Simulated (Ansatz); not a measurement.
Ideal-gas functions of AlCl₂I, SMILES `[Cl][Al]([Cl])[I]` at 600 K and 1 bar, from an Ansatz frequency run at PBE0-D4/def2-TZVP.

Molar mass 224.79 g/mol, point group C2v (symmetry number 2), electronic degeneracy 1, moments of inertia 226.842, 586.95, 813.792 u Å². Harmonic wavenumbers (cm⁻¹, unscaled): 106, 124, 181, 287, 538, 616.

Use S(trans) = R[1.5 ln M + 2.5 ln T − 1.1517]; rotational temperatures θ = 24.2544 K / I; S(rot) = R[ln(√π/σ · √(T³/θAθBθC)) + 1.5]; for each mode x = 1.438777 ν̃/T, S = R[x/(eˣ − 1) − ln(1 − e⁻ˣ)] and H = RT x/(eˣ − 1); 1 cm⁻¹ = 0.0119627 kJ/mol; R = 8.31446 J/(mol·K).

By hand: the entropy, in J/(mol·K).

Translation 190.9. Rotation: θ = 0.1069, 0.0413, 0.0298 K, giving 128.4. Vibration, mode by mode: 19.73, 18.43, 15.32, 11.58, 6.75, 5.79, in all 77.6. Electronic 0.0. Sum 396.9 J/(mol·K).

By hand: H − E and G − E in kJ/mol, counted from the electronic energy.

Zero-point energy ½ × 1852 × 0.0119627 = 11.1; thermal vibration 20.7; translation, rotation and pV give 4 RT = 20.0. H − E = 51.8 kJ/mol, and G − E = 51.8 − 600 × 396.9/1000 = -186.3 kJ/mol.

Vibration gives 20 % of the entropy, 38.2 J/(mol·K) of it from the modes under 150 cm⁻¹: soft modes count most, and the harmonic formula is weakest for them.
